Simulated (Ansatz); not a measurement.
Species: AlH3, charge -1, doublet. AlH3- (parent SMILES [AlH3], doublet).
B3LYP-D3(BJ)/def2-TZVP minimum from Ansatz (an electronic-structure program):
```xyz
4

Al    -0.0849    -0.0130     0.0399
H      1.0581    -0.3679     1.1564
H      0.0190     1.5526    -0.4258
H      0.0264    -1.0151    -1.2495
```
Charge -1, spin multiplicity 2.

Total energies in aug-cc-pV(D+d)Z, 7 correlated electrons, 5 frozen orbitals. Open shells are spin-unrestricted; no spin-orbit coupling. Correlated methods leave the cores frozen. No relativity. The spin of H3Al- (parent SMILES [AlH3], doublet) was assumed, and the state is the lowest solution found for it.

```
method    program  energy (Eh)  minus CCSDTQ (mEh)
--------  -------  -----------  ------------------
HF         Ansatz   -243.63322              122.06
MP2        Ansatz   -243.72426               31.02
CCSD       Ansatz   -243.75215                3.12
CCSD(T)    Ansatz   -243.75447                0.81
CCSDT(Q)   Ansatz   -243.75526                0.01
CCSDTQ     Ansatz   -243.75528                0.00
```

Rough core times of Ansatz's runs on a shared machine: CCSD(T) under 20 s, CCSDT(Q) 20 s, CCSDTQ 10 min.
